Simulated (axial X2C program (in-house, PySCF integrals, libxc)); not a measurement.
Spin–orbit effects down a group: molecules with Na (ions), CCSD

Computed with an axial X2C code built on PySCF integrals, spin-free (one-electron X2C) or two-component (2c: spin–orbit coupling with atomic mean-field Coulomb and Gaunt terms, which also bring small scalar terms), in Dyall basis sets with cores contracted in-house; open shells are unrestricted.

Basis sets: H dyall-av3z, K dyall-acv3z, Li dyall-av3z, Na dyall-av3z. Frozen shells (counts by l): NaH⁻ Na 1s, H none, 11 electrons correlated; LiNa⁻ Na 1s, Li 1s, 11 electrons correlated; NaK⁻ K 2s1p, Na 2s1p, 11 electrons correlated. Coupled cluster in natural virtuals with an MP2 remainder. Where the outer core of a metal is frozen, bonds come out longer and ionisation energies lower.

```csv
molecule,spin-free state,Re (Å),ωe (cm⁻¹),De (eV),2c state,Re 2c (Å),ωe 2c (cm⁻¹),De 2c (eV)
NaH⁻,"M_S = 1/2, Λ = 0",2.002,935.2,1.54,Ω = 1/2,2.003,935.2,1.54
LiNa⁻,"M_S = 1/2, Λ = 0",3.291,167.2,0.62,Ω = 1/2,3.291,167.3,0.62
NaK⁻,"M_S = 1/2, Λ = 0",3.971,83.1,0.50,Ω = 1/2,3.971,83.8,0.50
```

Fragments in 2c: Na + H-, Na + Li-, K + Na-. Each entry is the lowest single determinant of a limited PBE0 search at one distance. De goes to single-determinant-based atoms at the same level (for ions the charge split of lowest energy) and is withheld (n/a) where an atom does not fit its ground term or J level. Main or longest-lived isotopes. One determinant is a doubtful description, or other states lie close, for LiNa⁻, NaK⁻; these need not be ground states, and all values refer to the states named.
